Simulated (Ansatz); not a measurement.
Gas-phase electronic energies from Ansatz, PBE0-D4/def2-TZVP geometries. CCSD(T)/CBS adds triple-zeta CCSD(T) − MP2 to the extrapolated MP2 energy (def2 sets, frozen cores). This one scheme is used for every species. DFT in def2-TZVPP. Each species was taken in one conformer, which may not be the lowest.

Consider the substitution at a C–N bond: `CN([SiH3])[SiH3]` + `CB(N)O` → `CNB(C)O` + `[SiH3]N[SiH3]`.

`CN([SiH3])[SiH3]`:

```xyz
13

C     0.886   -1.018    0.666
N     0.079   -0.018   -0.029
Si    0.155    1.598    0.570
Si   -1.017   -0.599   -1.229
H     1.154   -1.838   -0.008
H     1.824   -0.581    1.023
H     0.366   -1.449    1.529
H    -0.632    2.474   -0.332
H     1.576    2.042    0.620
H    -0.384    1.716    1.956
H    -0.274   -1.425   -2.221
H    -1.650    0.566   -1.894
H    -2.082   -1.469   -0.651
```

`CB(N)O`:

Cartesian coordinates in Å:
```
C 0.716 0.005 0.967
B -0.192 0.166 -0.314
N -0.875 -0.919 -0.885
O -0.357 1.387 -0.934
H 0.359 0.644 1.782
H 0.753 -1.018 1.347
H 1.746 0.314 0.758
H -1.454 -0.819 -1.700
H -0.827 -1.851 -0.518
H 0.130 2.089 -0.503
```

`CNB(C)O`:

Cartesian coordinates in Å:
```
C -1.784 -0.123 -0.793
N -0.728 0.213 0.126
B 0.647 -0.098 0.049
C 1.641 0.375 1.174
O 1.186 -0.815 -0.995
H -2.263 0.768 -1.212
H -1.394 -0.698 -1.635
H -2.559 -0.737 -0.322
H -1.033 0.742 0.925
H 2.162 -0.484 1.609
H 2.417 1.020 0.750
H 1.158 0.921 1.987
H 0.551 -1.083 -1.662
```

`[SiH3]N[SiH3]`:

```xyz
10

Si    0.040    0.696   -1.397
N     0.629   -0.065    0.036
Si   -0.260   -0.666    1.388
H    -1.399    0.986   -1.186
H     0.188   -0.165   -2.604
H     0.777    1.961   -1.668
H     1.625   -0.231    0.062
H    -1.661   -0.202    1.239
H     0.309   -0.158    2.666
H    -0.248   -2.154    1.463
```

| species | B2PLYP energy (Eh) |
| --- | --- |
| `CN([SiH3])[SiH3]` | -677.00740 |
| `CB(N)O` | -196.58324 |
| `CNB(C)O` | -235.85729 |
| `[SiH3]N[SiH3]` | -637.73404 |

(1) Work out ΔE.

Largest T1 diagnostic among the species: 0.011.

Results:

(1) ΔE = (-235.85729) + (-637.73404) − (-677.00740) − (-196.58324) = -0.00069 Eh = -1.8 kJ/mol. CCSD(T)/CBS gives -0.1 kJ/mol.

The D4 term adds +4.7 kJ/mol with B3LYP and +2.5 kJ/mol with PBE0; it sums over pairs of atoms, weighted by their polarisabilities, and B3LYP, whose exchange is more repulsive, gets the larger term. In def2-TZVPP, CCSD(T) changes the Hartree–Fock value by +5.4 kJ/mol (the triples alone add +0.9 kJ/mol) and MP2 by +7.5 kJ/mol.

B3LYP here is the variant with VWN-RPA as its local correlation; programs differ in this.
